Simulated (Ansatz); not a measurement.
Isolated molecules relaxed with PBE0-D4/def2-TZVP in Ansatz; ΔE leaves out vibrations. CBS: MP2 limit from def2 TZ/QZ plus the TZ coupled-cluster correction, frozen cores. DFT in def2-TZVPP. B3LYP here is the variant with VWN-RPA as its local correlation; programs differ in this. def2 core potentials past Kr. For Te outer-core shells are correlated without core-valence functions, which leaves a few kJ/mol of doubt a bond. One conformer a species, not always the lowest.

Reaction (ligand exchange at the Si–Te bond): `F[SiH2][TeH]` + `BN[SiH3]` → `BN([SiH3])[SiH2]F` + H₂Te

`F[SiH2][TeH]`:

Cartesian coordinates in Å:
```
F 1.005 -1.130 -1.071
Si -0.256 -0.368 -0.448
Te 0.358 1.797 0.580
H -1.193 -0.059 -1.551
H -0.852 -1.271 0.560
H 0.937 1.031 1.930
```

`BN[SiH3]`:

```xyz
9

B    -0.457    0.404    1.435
N     0.403    0.395    0.331
Si    0.160   -0.457   -1.173
H    -1.474   -0.225    1.382
H    -0.163    1.037    2.408
H     1.252    0.938    0.414
H     0.133    0.500   -2.311
H    -1.128   -1.178   -1.075
H     1.273   -1.413   -1.411
```

`BN([SiH3])[SiH2]F`:

```xyz
12

B    -1.266   -1.041    0.252
N    -0.209   -0.130    0.026
Si    1.055   -0.040    1.249
Si   -0.155    0.834   -1.412
F     0.984    0.278   -2.384
H    -2.144   -1.159   -0.553
H    -1.273   -1.689    1.263
H     2.065    0.943    0.781
H     1.691   -1.368    1.421
H     0.480    0.409    2.540
H     0.223    2.224   -1.073
H    -1.451    0.738   -2.112
```

H₂Te:

Cartesian coordinates in Å:
```
Te 0.667 0.389 0.092
H -0.213 -0.126 -1.213
H -0.454 -0.263 1.121
```

```
             level  ΔE (kcal/mol)  difference from CCSD(T)/CBS
            PBE-D4            3.4                          3.3
           PBE0-D4            2.3                          2.2
          B3LYP-D4            0.2                          0.1
           ωB97X-V           -0.1                         -0.2
           ωB97M-V           -0.4                         -0.5
            B2PLYP            0.6                          0.5
               PBE            4.4                          4.3
            r2SCAN            1.6                          1.5
             B3LYP            1.8                          1.7
     HF/def2-TZVPP           -1.4                         -1.5
    MP2/def2-TZVPP           -0.4                         -0.5
CCSD(T)/def2-TZVPP           -1.4                         -1.5
     HF/def2-QZVPP           -1.6                         -1.7
    MP2/def2-QZVPP            0.4                          0.3
      HF/CBS(def2)           -1.7                         -1.8
     MP2/CBS(def2)            1.1                          1.0
       CCSD(T)/CBS            0.1                            0
```

Largest T1 diagnostic among the species: 0.012.

From PBE to PBE0 (25 % exact exchange), in def2-TZVPP and without D4, ΔE moves by −1.2 kcal/mol. The D4 term adds −1.5 kcal/mol with B3LYP and −0.9 kcal/mol with PBE0; it sums over pairs of atoms, weighted by their polarisabilities, and B3LYP, whose exchange is more repulsive, gets the larger term.
